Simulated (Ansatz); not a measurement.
A nudged elastic band was laid between two geometries of CH₅BOSi (9 atoms, charge 0, multiplicity 1).

All numbers below come from RKS r2SCAN/6-31G (Ansatz).

```yaml
movable_images: 9
climbing_image: yes
spring: 5.0 eV/Å²
optimiser: quadratic models (default)
start_path: through a guess of the saddle point
force_threshold: 0.05 eV/Å
iteration_limit: 41
end_points: relaxed
```

First end point:

```xyz
9
Properties=species:S:1:pos:R:3
B -0.099 1.681 -0.803
C 0.921 0.980 -0.135
O 0.986 -0.294 0.454
Si -0.418 -1.341 0.470
H -0.886 2.343 -1.372
H 1.879 1.498 -0.033
H 0.033 -2.602 1.128
H -0.880 -1.583 -0.945
H -1.537 -0.682 1.235
```

Last end point:

```xyz
9
Properties=species:S:1:pos:R:3
B -0.078 1.863 -0.116
C 0.911 0.908 -0.412
O 0.957 -0.493 -0.322
Si -0.424 -1.395 0.267
H -0.838 2.733 0.101
H 1.859 1.298 -0.795
H -0.754 -0.960 1.672
H -0.013 -2.829 0.215
H -1.619 -1.125 -0.612
```

Task: Which bonds break or form, and what moves?

Result: No bond is made or broken. The dihedral C2–O3–Si4–H7 goes from 178 to -60°. The two ends are copies of one structure, up to a mirror image or an exchange of like atoms.

Task: What energy profile does the band end with?

Result: The run converged. The highest image is number 5 of 0 to 10, 4.4 kJ/mol above the ends, which have the same energy within 2 meV. A vibrational analysis at the climbing image gives one clearly imaginary mode, 138i cm⁻¹: a first-order saddle point. Limits of this set-up: no polarisation functions.

```json
{"image": "0", "path coordinate (Å)": "0.00", "energy (kJ/mol)": "0.0", "dihedral C2–O3–Si4–H7 (°)": "178"}
{"image": "1", "path coordinate (Å)": "0.44", "energy (kJ/mol)": "0.1", "dihedral C2–O3–Si4–H7 (°)": "-173"}
{"image": "2", "path coordinate (Å)": "0.88", "energy (kJ/mol)": "0.4", "dihedral C2–O3–Si4–H7 (°)": "-164"}
{"image": "3", "path coordinate (Å)": "1.31", "energy (kJ/mol)": "1.5", "dihedral C2–O3–Si4–H7 (°)": "-152"}
{"image": "4", "path coordinate (Å)": "1.75", "energy (kJ/mol)": "3.4", "dihedral C2–O3–Si4–H7 (°)": "-137"}
{"image": "5", "path coordinate (Å)": "2.19", "energy (kJ/mol)": "4.4", "dihedral C2–O3–Si4–H7 (°)": "-120"}
{"image": "6", "path coordinate (Å)": "2.61", "energy (kJ/mol)": "3.5", "dihedral C2–O3–Si4–H7 (°)": "-103"}
{"image": "7", "path coordinate (Å)": "3.03", "energy (kJ/mol)": "1.7", "dihedral C2–O3–Si4–H7 (°)": "-88"}
{"image": "8", "path coordinate (Å)": "3.45", "energy (kJ/mol)": "0.5", "dihedral C2–O3–Si4–H7 (°)": "-77"}
{"image": "9", "path coordinate (Å)": "3.87", "energy (kJ/mol)": "0.1", "dihedral C2–O3–Si4–H7 (°)": "-68"}
{"image": "10", "path coordinate (Å)": "4.29", "energy (kJ/mol)": "0.0", "dihedral C2–O3–Si4–H7 (°)": "-60"}
```

Task: What is the geometry of the highest image?

Result: 
```xyz
9
Properties=species:S:1:pos:R:3
B -0.154 1.818 -0.397
C 0.931 0.926 -0.309
O 1.034 -0.443 -0.012
Si -0.393 -1.390 0.357
H -0.968 2.659 -0.501
H 1.921 1.350 -0.506
H -0.264 -1.958 1.738
H -0.521 -2.497 -0.646
H -1.586 -0.466 0.276
```

Task: What are the harmonic wavenumbers there?

Result: 138i, 123, 165, 368, 500, 650, 651, 674, 718, 819, 901, 915, 937, 1030, 1262, 1537, 2128, 2196, 2205, 2860, 3119 cm⁻¹.

Time of the run: 7.3 min on 1 thread of Arm Neoverse V1, with other jobs on the host, peak memory 0.12 GiB.
